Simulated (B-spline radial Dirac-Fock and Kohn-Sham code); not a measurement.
Binding energies of Dy at several levels of theory

System: atomic dysprosium, configuration [Xe] 4f10 6s1 6p1 (not the ground configuration).

The density-functional columns are spherical, spin-unpolarised Dirac-Kohn-Sham results without Breit or QED terms: −ε is minus the orbital energy of the initial state and ΔSCF the difference of two total energies. The reference in the last column comes from Dirac-Fock ΔSCF + Breit + QED. All numbers are from a radial finite-basis atomic code, in eV; a selection of levels is shown. For the 1s level of heavy atoms much of the gap between ΔSCF and the reference is the Breit and QED part, -238.7 eV here; for other levels the error of the functional can be larger.

| level | LDA −ε | LDA ΔSCF | Dirac-Fock |
| --- | --- | --- | --- |
| K (1s) | 53542.7 | 54015.9 | 53789.1 |
| L1 (2s) | 8914.1 | 8997.3 | 9056.1 |
| L2 (2p1/2) | 8482.1 | 8589.0 | 8584.3 |
| L3 (2p3/2) | 7682.8 | 7777.7 | 7793.3 |
| M1 (3s) | 1984.7 | 2007.0 | 2053.1 |
| M2 (3p1/2) | 1795.6 | 1819.6 | 1848.6 |
| M3 (3p3/2) | 1629.7 | 1651.7 | 1681.8 |
| M4 (3d3/2) | 1303.1 | 1329.8 | 1334.8 |
| M5 (3d5/2) | 1266.8 | 1292.8 | 1299.3 |
| N1 (4s) | 393.1 | 402.1 | 425.0 |
| N2 (4p1/2) | 318.5 | 327.4 | 343.4 |
| N3 (4p3/2) | 281.2 | 289.8 | 306.4 |
| N4 (4d3/2) | 158.1 | 166.4 | 171.2 |
| N5 (4d5/2) | 151.3 | 159.6 | 164.6 |
| N6,7 (4f) | 4.75 | 11.78 | 7.00 |
| O2 (5p1/2) | 30.31 | 35.71 | 33.94 |
| O3 (5p3/2) | 25.57 | 30.72 | 29.27 |
| P1 (6s) | 4.73 | 7.23 | 6.23 |
| P2,3 (6p) | 1.86 | 3.68 | 3.19 |

Values without a named source are computed, but for edge energies of neutral atoms, which are taken from tables.
